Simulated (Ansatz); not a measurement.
`CC(C)B(F)F` + H–F → `FB(F)F` + `CCC` at 298.15 K and 1 bar (ligand exchange at a B–C bond).

Calculated with Ansatz (gas phase, PBE0-D4/def2-TZVP geometries, no zero-point term in ΔE). CCSD(T)/CBS is the MP2 limit (def2-TZVPP, def2-QZVPP) plus CCSD(T) − MP2 in def2-TZVPP, frozen cores. This one scheme is used for every species. Each species was taken in one conformer, which may not be the lowest.

| species | CCSD(T)/CBS energy (Eh) | H − E (kJ/mol) | S (J/(mol·K)) |
| --- | --- | --- | --- |
| `CC(C)B(F)F` | -342.89198 | 293.1 | 357.3 |
| H–F | -100.39570 | 33.5 | 173.6 |
| `FB(F)F` | -324.35731 | 44.6 | 254.6 |
| `CCC` | -118.98051 | 285.9 | 268.4 |

H − E and S are ideal-gas, rigid-rotor, harmonic terms from PBE0-D4/def2-TZVP, for one conformer and one mirror image of each species. 1 Eh = 2625.50 kJ/mol, R = 8.31446 J/(mol·K).

**Question.** By hand: ΔE, ΔH, ΔS and ΔG.

**Answer.** ΔE = (-324.35731) + (-118.98051) − (-342.89198) − (-100.39570) = -0.05014 Eh = -131.6 kJ/mol. Δ(H − E) = 44.6 + 285.9 − 293.1 − 33.5 = 3.9, so ΔH = -127.7 kJ/mol. ΔS = 254.6 + 268.4 − 357.3 − 173.6 = -7.9 J/(mol·K). ΔG = -127.7 − 298.15 × (-7.9)/1000 = -125.3 kJ/mol.

**Question.** By hand: the equilibrium constant, and the temperature at which ΔG would vanish if ΔH and ΔS stayed fixed.

**Answer.** log₁₀ K = −ΔG/(RT ln 10) = 22.0. ΔG = 0 at ΔH/ΔS = 16165 K, far beyond where these terms or the molecules hold.

The number of gas molecules stays the same, so ΔS is small and ΔH decides. A doubt of 5 kJ/mol in ΔE shifts log₁₀ K by 0.9 here. Other conformers and mirror images would add mixing entropy, several J/(mol·K) or more a flexible species. Modes under 60 cm⁻¹, often nearly free rotors, make the harmonic entropy too high. These are equilibria of isolated gas molecules and say nothing of rates. Largest T1 diagnostic: 0.012 (customary marks: 0.02 for closed shells, 0.045 for open ones).
